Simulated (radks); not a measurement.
Initial-state core-level shifts of the silver ion Ag+ when its valence configuration changes from [Kr] 4d10. Calculated with a radial shooting solver on a logarithmic mesh with Libxc functionals: scalar-relativistic Kohn-Sham, r2SCAN, spin-polarised, spherical densities, finite nucleus; open shells are filled with parallel spins first (spin-orbit coupling, left out, can overturn this in heavy ions); meta-GGA in the generalised Kohn-Sham scheme; Fermi nuclear charge, rms radius 4.5454 fm. Shifts are changes of the shell-averaged eigenvalues in eV (positive: less bound); the change of the density at the nucleus, which sets a Mossbauer isomer shift, is in e/bohr^3, on a base of 1.493e+05.

valence               1s       3p       3d       4p  density at nucleus
4d9.5 5p0.5       -3.253   -3.326   -3.333   -3.074               +1.48
4d8 5s2          -10.332  -10.695  -10.738   -9.232              +63.22
4d9 5p1           -6.485   -6.637   -6.652   -6.064               +3.29
4d8 5p2          -13.002  -13.323  -13.363  -11.903               +7.86
4d7 5s2 5p1      -17.351  -17.872  -17.946  -15.326              +75.84
4d7.5 5s2 5p0.5  -13.836  -14.278  -14.335  -12.309              +69.24
4d8.5 5s1 5p0.5   -8.212   -8.478   -8.507   -7.485              +32.33
4d8.5 5s0.5 5p1   -8.976   -9.226   -9.253   -8.252              +18.74
4d7.5 5s1.5 5p1  -14.434  -14.871  -14.929  -12.903              +55.53
